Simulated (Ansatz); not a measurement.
Species: sum formula H5SiO2 (charge +1, singlet). It need not be the lowest isomer of its formula. 
Geometry from a B3LYP-D3(BJ)/def2-TZVP (Ansatz, a program for electronic structure) optimisation:
SMILES: O[SiH2][OH2+]
```xyz
8

Si    -0.2232    -0.5119     0.1012
O     -0.8099     1.2247    -0.1437
O      1.3603    -0.4893    -0.1040
H     -0.8945    -1.1197    -1.0409
H     -0.7360    -0.7009     1.4592
H     -0.7781     1.6723    -1.0069
H      2.0384    -0.4386     0.5776
H     -0.9085     1.8698     0.5767
```
Charge +1, spin multiplicity 1.

Basis-set convergence of Hartree-Fock and MP2 correlation energies (hartree) with Ansatz. Valence correlation only, unless marked. No spin-orbit coupling. Non-relativistic.

```
basis        functions       E(HF)  E(corr, MP2)
-----------  ---------  ----------  ------------
cc-pV(D+d)Z         76  -441.39648      -0.47735
cc-pV(T+d)Z        169  -441.47324      -0.60623
cc-pV(Q+d)Z        324  -441.49027      -0.65349
cc-pV(5+d)Z        557  -441.49411      -0.67259
```

Extrapolating the two largest sets (X = 4 and 5) as X^-3: E(corr) = (125·(-0.67259) - 64·(-0.65349))/61 = -0.6926 Eh, an estimate of the basis-set limit. The largest set recovers 97.1 % of it, the smallest 68.9 %.
